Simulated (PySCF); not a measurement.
SMILES CC[O][Ga]([OH])[O]CC (GFN2-xTB optimised geometry):

```
19

Ga    -0.344    -0.582     0.000
O     -1.064    -2.171    -0.026
H     -2.013    -2.281     0.016
O      1.414    -0.582     0.000
C      2.252     0.540    -0.199
C      2.001     1.219    -1.536
H      2.129     1.266     0.614
H      3.274     0.142    -0.158
H      0.963     1.557    -1.563
H      2.663     2.073    -1.662
H      2.163     0.514    -2.349
O     -1.236     0.966     0.000
C     -2.553     1.232     0.419
C     -2.734     1.027     1.916
H     -2.739     2.281     0.157
H     -3.274     0.611    -0.131
H     -2.055     1.676     2.464
H     -3.758     1.248     2.209
H     -2.501    -0.010     2.171
```

Method: CAM-B3LYP/def2-SVP (PySCF).

Task: What are the frontier orbital energies and the dipole moment?

Result: HOMO-2 -9.38 eV, HOMO-1 -9.33 eV, HOMO -9.02 eV, LUMO 0.60 eV, LUMO+1 1.42 eV; dipole moment 2.60 D.

On the same geometry PBE/def2-SVP (PySCF) gives HOMO-2 -6.40 eV, HOMO-1 -6.27 eV, HOMO -6.01 eV, LUMO -1.32 eV, LUMO+1 -0.33 eV; dipole moment 2.36 D.

Meta-Löwdin charges at CAM-B3LYP/def2-SVP: Ga1 0.97, O2 -0.64, H3 0.32, O4 -0.55, C5 0.07, C6 -0.29, H7 0.08, H8 0.10, H9 0.10, H10 0.10, H11 0.10, O12 -0.57, C13 0.07, C14 -0.29, H15 0.10, H16 0.07, H17 0.10, H18 0.10, H19 0.09.
